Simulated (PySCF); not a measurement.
# GaO⁻: a base run and its variants

Base input, run as `OMP_NUM_THREADS=1 python input.py` with PySCF 2.14:

```python
from pyscf import gto, dft, tdscf

mol = gto.M(
    atom='Ga 0 0 0; O 0 0 1.81',
    basis='pcseg-1',
    charge=-1,
    spin=0,
    verbose=4,
)
mf = dft.RKS(mol, xc='revtpss')
mf.kernel()
td = tdscf.TDDFT(mf)
td.nstates = 5
td.kernel()
td.analyze()
mf.dip_moment()
print('orbital energies (hartree):', mf.mo_energy[..., max(0, mol.nelec[1]-3):mol.nelec[0]+3].round(4))
```

Base result: E(SCF) = -1999.338894 Eh, 12 cycles, first singlet excitations without spin–orbit coupling 3.61, 3.61, 3.67, 3.74, 3.74 eV. The basis has no diffuse functions, which an anion needs. Stability towards an unrestricted solution was not tested. The bond length is a typed value, not an optimised one. The dipole of an ion depends on the origin.

Hardware: Arm Neoverse V1, 1 thread, shared host. Wall time 18 s, peak memory 0.24 GiB.

Each row names what differs from the base; energies in brackets are changes from the base.

| change | result | wall time (s) |
| --- | --- | --- |
| initial guess: minao → vsap | E(SCF) = -1999.338894 Eh (+0.0000 eV), 14 cycles, first singlet excitations without spin–orbit coupling 3.61, 3.61, 3.67, 3.74, 3.74 eV | 12 |
| basis set: pcseg-1 → 6-31g* [no diffuse functions for the anion] | E(SCF) = -1999.287758 Eh (+1.3915 eV), 13 cycles, first singlet excitations without spin–orbit coupling 3.58, 3.58, 3.61, 3.69, 3.69 eV | 17 |
| smearing width (hartree): none → 0.05; step after the SCF: tddft → none | E(SCF) = -1999.192973 Eh (+3.9707 eV) | 4.2 |
| cycle limit: 50 → 2 [unsound on purpose] | not converged: SCF after 2 cycles | 15 |
| geometry: bond 1.81 → bond 1.683 | E(SCF) = -1999.339042 Eh (-0.0040 eV), 12 cycles, first singlet excitations without spin–orbit coupling 3.85, 3.85, 4.27, 4.34, 4.34 eV | 12 |
| basis set: pcseg-1 → aug-cc-pvdz | E(SCF) = -1999.560226 Eh (-6.0228 eV), 12 cycles, first singlet excitations without spin–orbit coupling 2.62, 2.62, 2.68, 2.86, 2.86 eV | 27 |
| PCM solvent, dielectric constant: none → 2.27; step after the SCF: tddft → analyze | E(SCF) = -1999.397093 Eh (-1.5837 eV), 12 cycles | 5 |
| spin-free X2C: off → on [basis contracted without relativity] | E(SCF) = -2014.527532 Eh, 12 cycles, first singlet excitations without spin–orbit coupling 3.62, 3.62, 3.67, 3.75, 3.75 eV | 12 |

Order these changes by how far they move the SCF energy from the base, largest first: (1) PCM solvent, dielectric constant: none → 2.27; step after the SCF: tddft → analyze; (2) geometry: bond 1.81 → bond 1.683; (3) initial guess: minao → vsap.

(1) -1.5837 eV, (2) -0.0040 eV, (3) +0.0000 eV.
